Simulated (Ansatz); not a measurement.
Tl₂H⁺. Charge 1, multiplicity 5. Geometry PBE0-D4/def2-TZVP; atoms count from 1.

```xyz
3

Tl    0.722   -1.156   -0.698
Tl    0.079    1.508   -0.256
H    -0.801   -0.352    0.953
```

In the def2 sets Tl takes a core potential; there is no spin–orbit coupling. In the quintet geometry the species has come apart into loosely held pieces. At PBE0-D4/def2-TZVP a singlet of charge 1 lies 7.94 eV below the quintet, each at its own geometry. The structure comes from a short search, and lower isomers may exist.

Estimate the Mulliken populations from the PBE0/def2-TZVP orbitals of Ansatz.


```tsv
atom	charge (e)	spin (α − β)
Tl1	0.42	1.62
Tl2	0.42	1.62
H3	0.17	0.76
```
Mulliken values and Mayer orders depend strongly on the basis.

Where does the spin sit?

Summed by element: Tl 3.24, H 0.76, of 4 unpaired in all. Largest on single atoms: Tl2 1.62, Tl1 1.62, H3 0.76.

And the Mayer bond orders between bonded heavy atoms (over 0.3)?

Tl1–Tl2 1.47 (2.78 Å).
